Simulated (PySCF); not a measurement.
**Peak assignment**

Atoms are numbered as in `[F:1][Si@@H:2]1[C:3]([SiH3:4])=[CH:5][Si@@H:6]1[SiH3:7]`. Each H is labelled by its parent atom.

A single conformation, in vacuum, relativity neglected, one averaged value for each set of equivalent atoms. Coordinates at the GFN2-xTB level; shieldings: GIAO PBE0/pcSseg-1; PySCF 2.14.0 with density-fitted response routines.

Shifts are taken against calculated references (same method and geometry level): $^{13}$C (σref 186.93) and $^{1}$H (σref 31.72) against TMS.

(1) Assign these signals to the numbered atoms. $^{13}$C{$^{1}$H} NMR (computed): δ 192.8, 187.2.

(2) Assign these signals to the numbered atoms. $^{1}$H NMR (600 MHz, computed): δ 8.67 (m, 1H), 6.23 (m, 1H), 5.42 (m, 1H), 4.26 (s, 3H), 3.66 (d, 3H).

## Answers

(1) 
| δ (ppm) | atoms | environment | reason |
| --- | --- | --- | --- |
| 192.8 | C3 | fully substituted alkene carbon | – |
| 187.2 | C5 | alkene CH | – |

(2) 
| δ (ppm) | atoms | environment | reason |
| --- | --- | --- | --- |
| 8.67 | H(C5) | hydrogen on an alkene CH | – |
| 6.23 | H(Si2) | hydrogen on a silicon bonded to C, F, Si, in a 4-membered ring | – |
| 5.42 | H(Si6) | hydrogen on a silicon bonded to C, 2 Si, in a 4-membered ring | – |
| 4.26 | H(Si4) | hydrogen on a silicon bonded to C | – |
| 3.66 | H(Si7) | hydrogen on a silicon bonded to Si | – |

Splittings by $^{19}$F in the carbon and heteronuclear signals aren't shown, as no couplings were computed. Shifts are as computed. Against solution values, carbons near 30 ppm lie about +3 ppm off and those near 130 ppm about +5 ppm. Of 1211 compounds with measured shifts, 218 miss one by over three times the rms of a fit or turn the order of signals round; such compounds aren't used in these exercises. Multiplicities follow the n + 1 count of equivalent neighbours, as no J values were calculated; m marks all less simple cases, F and P coupling included.
